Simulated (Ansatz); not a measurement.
Geometry optimisation, RKS PBE-D4/def2-SVP (Ansatz).

Input file:

```yaml
crystal:
  periodic: [false, false, false]
  atoms:
    - { symbol: "N", position_ang: [-0.73459, 1.14408, -0.57183] }
    - { symbol: Si, position_ang: [-0.37194, -0.48194, -1.04225] }
    - { symbol: C, position_ang: [0.57839, -1.08654, 0.33037] }
    - { symbol: O, position_ang: [0.61806, -0.22212, 1.53484] }
    - { symbol: H, position_ang: [-0.36786, 1.89713, -1.14249] }
    - { symbol: H, position_ang: [-1.70271, 1.36965, -0.37438] }
    - { symbol: H, position_ang: [-0.69466, -1.09551, -2.30222] }
    - { symbol: H, position_ang: [0.92541, -2.07601, 0.56078] }
    - { symbol: H, position_ang: [1.55034, -0.06556, 1.79043] }
    - { symbol: H, position_ang: [0.19956, 0.61681, 1.21675] }
total_charge: 1
basis:
  gaussian: { orbitals: def2-SVP }
hamiltonian:
  xc: pbe
  dispersion: d4
relax:
  f_tol: 0.015
  max_steps: 40
```

Launched with:

```bash
$ ansatz run input.yaml --threads 1 --pin off --max-ram 2048MiB --backend cpu --events-out ev --progress --plain --runs-dir out
```

Question: Where does it end, and by what steps?

Answer: The run converged. Limits of this set-up: the dipole of an ion depends on the origin. After 18 steps the energy has fallen by 1.428 eV; H10 moved furthest, 1.24 Å. Parted: O4–H10. Joined: N1–H10.

| step | energy less start (eV) | largest force component (eV/Å) | accepted |
| --- | --- | --- | --- |
| 0 | 0.0000 | 1.890 | yes |
| 1 | -0.1636 | 0.896 | yes |
| 2 | -0.2357 | 0.594 | yes |
| 3 | -0.2948 | 0.560 | yes |
| 4 | -0.3708 | 0.794 | yes |
| 5 | -0.4855 | 1.120 | yes |
| 6 | -0.5241 | 4.018 | yes |
| 7 | -0.8761 | 2.135 | yes |
| 8 | -1.1279 | 1.014 | yes |
| 9 | -1.2346 | 1.548 | yes |
| 10 | -1.3356 | 0.976 | yes |
| 11 | -1.3531 | 1.245 | yes |
| 12 | -1.3905 | 0.830 | yes |
| 13 | -1.4114 | 0.309 | yes |
| 14 | -1.4214 | 0.209 | yes |
| 15 | -1.4273 | 0.075 | yes |
| 16 | -1.4274 | 0.055 | yes |
| 17 | -1.4276 | 0.020 | yes |
| 18 | -1.4276 | 0.011 | yes |

```xyz
10
Properties=species:S:1:pos:R:3
N -0.658 1.237 -0.526
Si 0.194 -0.396 -1.203
C 0.649 -1.097 0.420
O 0.848 -0.326 1.479
H -0.469 2.073 -1.106
H -1.687 1.155 -0.442
H -0.981 -1.179 -1.717
H 1.036 -2.137 0.479
H 1.360 -0.769 2.192
H -0.293 1.438 0.425
```

Whether the end is a true minimum wasn't checked by a vibrational analysis.

Time of the run: 61 s on 1 thread of Arm Neoverse V1 (shared host), peak memory 0.14 GiB.
